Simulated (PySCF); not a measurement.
PySCF 2.14 output of an unrestricted MN15 calculation on a single atom or ion in aug-cc-pVTZ-DK3 (9s8p6d3f, 84 functions), with scalar relativity by spin-free X2C-1e:

```
SCF conv_tol = 1e-09
number electrons alpha = 41  beta = 39
    H. S. Yu, X. He, S. L. Li, and D. G. Truhlar.,  Chem. Sci. 7, 5032-5051 (2016)
    H. S. Yu, X. He, S. L. Li, and D. G. Truhlar.,  Chem. Sci. 7, 5032-5051 (2016)
cycle= 1 E= -20260.8113593855  delta_E= -0.0219  |g|= 0.0412  |ddm|= 0.61
cycle= 2 E= -20260.8124670891  delta_E= -0.00111  |g|= 0.0289  |ddm|= 0.235
cycle= 3 E= -20260.8112328573  delta_E= 0.00123  |g|= 0.0113  |ddm|= 0.173
cycle= 4 E= -20260.8109127696  delta_E= 0.00032  |g|= 0.00254  |ddm|= 0.0565
cycle= 5 E= -20260.8109139407  delta_E= -1.17e-06  |g|= 0.000182  |ddm|= 0.00667
cycle= 6 E= -20260.8109139333  delta_E= 7.4e-09  |g|= 4.06e-05  |ddm|= 0.00131
cycle= 7 E= -20260.8109139341  delta_E= -7.6e-10  |g|= 5.16e-06  |ddm|= 0.000265
converged SCF energy = -20260.8109139341  <S^2> = 2.001924  2S+1 = 3.0012824
```

The run itself started from symmetry-adapted Hartree-Fock orbitals and held the occupation by maximum overlap, on a logarithmic radial grid, so the iterations belong to that start.

**Question.** Which element, charge and spin multiplicity is this?

**Answer.** Tl+ (thallium, charge +1), multiplicity 3; the state was [Xe] 4f14 5d9 6s2 6p1, one real determinant (an excited configuration).

⟨L²⟩ = 8.00 against 12 for a pure F term, so this real determinant mixes terms. Spin-orbit coupling, absent here, splits the open shell strongly.
